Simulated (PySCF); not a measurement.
Computed IR spectrum (relative IR intensity) of a molecule C₂H₈Si₂. Geometry optimised at PBE-D3(BJ)/def2-SVP. Other conformers were not sampled. Calculation: PBE-D3(BJ)/def2-SVP (PySCF). Frequencies are harmonic and unscaled.

Lines under 2 % of the strongest are left out, and lines within 2 cm⁻¹ are merged.

ν (cm⁻¹): 628 (w), 642 (m), 722 (w), 873 (vs), 899 (w), 916 (w), 1006 (vw), 1143 (w), 2151 (m), 2156 (m), 2172 (m) (against the strongest line: vs over 80 %, s over 45 %, m over 15 %, w over 4 %, vw less)

Q: Pick the molecule that these values belong to.
A. [SiH3]/C=C/[SiH3]
B. C=C[SiH2][SiH3]
C. C1C[SiH2][SiH2]1
D. C1[SiH2]C[SiH2]1

A: A, [SiH3]/C=C/[SiH3]
